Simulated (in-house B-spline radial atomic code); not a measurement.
Orbital energies and mean radii along the 36-electron series, configuration [Ar] 3d10 4s2 4p6. The effective charge is n√(-2ε), a non-relativistic measure. Computed with a B-spline radial code for spherical atoms: non-relativistic Hartree-Fock, average of the configuration, point nuclei.

This level leaves out relativity, spin-orbit splitting included, which matters for heavy ions.

| ion | Z | energy of 4p (Eh) | mean radius of 4p (bohr) | energy of 3s (Eh) | mean radius of 3s (bohr) | effective charge of 4p |
| --- | --- | --- | --- | --- | --- | --- |
| Kr | 36 | -0.52419 | 1.9516 | -10.849 | 0.5378 | 4.0956 |
| Rb+ | 37 | -1.0086 | 1.7272 | -12.334 | 0.51812 | 5.6811 |
| Sr2+ | 38 | ? | ? | ? | ? | ? |
| Zr4+ | 40 | -2.951 | 1.3304 | -17.629 | 0.4664 | 9.7176 |
| Nb5+ | 41 | ? | ? | ? | ? | ? |
| Mo6+ | 42 | -4.6125 | 1.1679 | -21.798 | 0.43703 | 12.149 |

Q: Fill in the row of Sr2+.

A: energy of 4p (Eh): -1.5786; mean radius of 4p (bohr): 1.5632; energy of 3s (Eh): -13.964; mean radius of 3s (bohr): 0.49973; effective charge of 4p: 7.1074.

Q: Fill in the row of Nb5+.

A: energy of 4p (Eh): -3.7467; mean radius of 4p (bohr): 1.2428; energy of 3s (Eh): -19.652; mean radius of 3s (bohr): 0.45126; effective charge of 4p: 10.95.

Q: How does the screening of 4p change?

A: Z less the effective charge goes from 31.90 at Z = 36 to 29.85 at Z = 42.
